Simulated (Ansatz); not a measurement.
Molecule: trifluoro(trifluoromethyl)silane, CF₆Si (charge 0, singlet). 
Coordinates optimised at B3LYP-D3(BJ)/def2-TZVP (Ansatz, an electronic-structure program):
SMILES: F[Si](F)(C(F)(F)F)F
```xyz
8

F      1.4643    -1.3601    -0.1426
C      1.0665    -0.0767    -0.0192
F      1.5899     0.6125    -1.0543
F      1.6144     0.4117     1.1130
Si    -0.8418     0.0606     0.0151
F     -1.2483     1.5706     0.1596
F     -1.4254    -0.5204    -1.3221
F     -1.3965    -0.7573     1.2357
```

Basis-set convergence of Hartree-Fock and MP2 correlation energies (hartree) with Ansatz. Valence correlation only, unless marked. No spin-orbit coupling. Non-relativistic.

```csv
basis,functions,E(HF),"E(corr, MP2)"
cc-pV(D+d)Z,121,-923.65443,-1.33216
cc-pV(T+d)Z,249,-923.91743,-1.76292
cc-pV(Q+d)Z,449,-923.97753,-1.92448
```

Extrapolating the two largest sets (X = 3 and 4) as X^-3: E(corr) = (64·(-1.92448) - 27·(-1.76292))/37 = -2.0424 Eh, an estimate of the basis-set limit. The largest set recovers 94.2 % of it, the smallest 65.2 %.
